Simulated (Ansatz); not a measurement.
System: sum formula SiOCl2, net charge 0, singlet state. 
Coordinates optimised at B3LYP-D3(BJ)/def2-TZVP (Ansatz, an electronic-structure program):
```xyz
4

Si    -0.3650    -0.3349    -0.0556
O     -1.4707    -1.3492    -0.2238
Cl    -0.4017     1.5671    -0.7259
Cl     1.3943    -0.6564     0.8770
```
Charge 0, spin multiplicity 1.

Quantity: atomisation energy (electronic, to ground-state atoms), in eV. Valence correlation only, unless marked. UHF or UKS for open shells. No spin-orbit coupling. Non-relativistic. The coupled-cluster limit lacks core correlation, which all-electron functionals hold. Basis-set limits of correlation are two-point, X^-3; Hartree-Fock from the larger set. [CCSD(T)-MP2]/basis is that difference in the basis named.

| level | program | atomisation energy (eV) |
|---|---|---|
| PBE/def2-TZVPD | Ansatz | … |
| revPBE/def2-TZVPD | Ansatz | 14.27 |
| B3LYP-D3(BJ)/def2-TZVPD | Ansatz + dftd3 | 14.34 |
| B3LYP-D4/def2-TZVPD | Ansatz + dftd4 | 14.33 |
| PBE0/STO-3G | Ansatz | 13.93 |
| PBE0/def2-QZVPP | Ansatz | … |
| CAM-B3LYP-D4/def2-TZVPD | Ansatz + dftd4 | … |
| wB97M-V/def2-TZVPD | Ansatz | … |
| SCS-MP2/aug-cc-pV(D+d)Z | Ansatz | 13.58 |
| CCSD/6-31G | Ansatz | 8.01 |
| CCSD/aug-cc-pV(D+d)Z | Ansatz | 12.63 |
| RI-MP2/CBS(aug-cc-pV(T+d)Z,aug-cc-pV(Q+d)Z)+[CCSD(T)-MP2]/aug-cc-pV(T+d)Z | Ansatz | 14.71 |

Problem. Some entries are withheld; supply them.

Solution. 
- PBE/def2-TZVPD, atomisation energy (eV): 15.01
- PBE0/def2-QZVPP, atomisation energy (eV): 14.43
- CAM-B3LYP-D4/def2-TZVPD, atomisation energy (eV): 14.35
- wB97M-V/def2-TZVPD, atomisation energy (eV): 14.70
